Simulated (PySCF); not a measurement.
C₃H₆BFO₂, SMILES OB(C1(CC1)F)O. Atoms are numbered in the order given.

```xyz
13

O      1.4199    -1.4155     0.0000
B      0.1225    -1.0088     0.0000
O     -0.8932    -1.9146     0.0000
C     -0.1950     0.5264     0.0000
F     -1.5695     0.7682     0.0000
C      0.6304     1.5369     0.7520
C      0.6304     1.5369    -0.7520
H      1.5003    -2.3786     0.0000
H     -1.7498    -1.4634     0.0000
H      0.0649     2.3283     1.2513
H      1.5125     1.1774     1.2885
H      0.0649     2.3283    -1.2513
H      1.5125     1.1774    -1.2885
```
Charge 0, spin multiplicity 1.

Geometry: B3LYP-D3(BJ)/def2-SVP. The structure was generated by enumeration, and PubChem lists no compound with its InChIKey, so it may never have been made. The values are those of a single conformer.

Two levels are set side by side: PBE/pcSseg-1 (PySCF) and B3LYP/pcSseg-1 (PySCF). GIAO shifts against BF3 (¹¹B), CFCl3 (¹⁹F), H2O (¹⁷O), TMS (¹H), TMS (¹³C) at the same level; non-relativistic, no solvent, atoms listed together averaged. Differences are taken from unrounded values.

```csv
quantity,B3LYP
δ(¹¹B) of B2 (ppm),20.3
δ(¹³C) of C4 (ppm),73.8
δ(¹⁹F) of F5 (ppm),-243.7
"δ(¹³C) of C6, C7 (ppm)",16.0
```

Q: What does PBE give, and how far is it from B3LYP? (An estimate is asked for; the answer gives what the named calculation found.)

A: 
```tsv
quantity	PBE	PBE minus B3LYP
δ(¹¹B) of B2 (ppm)	19.1	-1.2
δ(¹³C) of C4 (ppm)	76.1	2.3
δ(¹⁹F) of F5 (ppm)	-258.1	-14.4
δ(¹³C) of C6, C7 (ppm)	17.2	1.2
```

Rough cost on one machine, each run with all the roots and properties that it gave: B3LYP against PBE within a factor of 2.
